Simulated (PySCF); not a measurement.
# Dipole moment and polarisability of 2-ethoxy-2-oxo-1,3,2-dioxaphospholane

Compound: 2-ethoxy-2-oxo-1,3,2-dioxaphospholane, C₄H₉O₄P.
Structure used (PBE0-D3(BJ)/def2-SVP), in Å, numbered top down from 1:
```xyz
18
C4H9O4P angstrom
C      2.6233   -1.0437   -0.1670
C      2.1305    0.3648   -0.3980
O      0.7306    0.3876   -0.6964
P     -0.3566    0.3303    0.4767
O      0.1626    0.6416    1.8166
O     -1.0950   -1.1021    0.2518
C     -2.4439   -0.9379   -0.1530
C     -2.5085    0.4450   -0.8014
O     -1.5771    1.2368   -0.0824
H      2.3649   -1.6925   -1.0171
H      2.1779   -1.4671    0.7462
H      3.7172   -1.0492   -0.0450
H      2.6187    0.8239   -1.2697
H      2.3190    0.9985    0.4827
H     -3.1024   -0.9989    0.7301
H     -2.7103   -1.7429   -0.8524
H     -3.5023    0.9063   -0.7215
H     -2.2136    0.4053   -1.8642
```

Level: CAM-B3LYP/def2-SVPD (PySCF), static field, nuclei fixed, core orbitals frozen in the response. The polarisability tensor in these axes (au):

```
x   93.89  0.69  2.71
y    0.69 71.88  0.94
z    2.71  0.94 73.31
```

What are the eigenvalues, a third of the trace, and Δα (Δα² = ½Σ(αi − αj)² over the three pairs)?

Principal values 71.39, 73.42 and 94.27 au; mean 79.69 au = 11.81 Å³ = 13.14 × 10⁻⁴⁰ C²·m²/J; Δα = 21.94 au (28 % of the mean).

What is the dipole moment, and where does it point?

(-1.45, -1.43, -3.41) D, 3.97 D in size, pointing from the negative to the positive side. Measured along this direction, the outermost atoms are O5 at the negative end and H16 and H18 at the positive end.

Rayleigh depolarisation ratio (linearly polarised light, static tensor)?

ρ = 3Δα²/(45ᾱ² + 4Δα²) = 1443.5/(285801 + 1924.7) = 0.00502.

Find the Langevin capture rate constant for H3+ (3.023 u) meeting this molecule (152.024 u), k = 2.342 × 10⁻⁹ cm³/s × √(α in Å³ / reduced mass in u).

The reduced mass is 2.96 u, so k = 4.67 × 10⁻⁹ cm³/s. The formula leaves out the permanent dipole, which adds to the capture rate.

In a dilute gas of rigid molecules at 250 K, how does the orientational term μ²/3kT compare with the electronic polarisability?

In Gaussian units μ²/3kT = 152.32 Å³ against 11.81 Å³, a ratio of 12.90; the Debye molar polarisation (4π/3)N_A(α + μ²/3kT) is 414.0 cm³/mol, leaving out the vibrational part.

Isolated species at its PBE0-D3(BJ)/def2-SVP geometry (one conformer only).

These values come from a run that also computed excited states. The run took 1.9 min of wall time (with the writing of density and orbital grids) on one thread, Arm Neoverse V1 (aarch64), no GPU, shared host with 64 logical CPUs at a one-minute load of 53, and the process peaked at 1.3 GiB of memory.
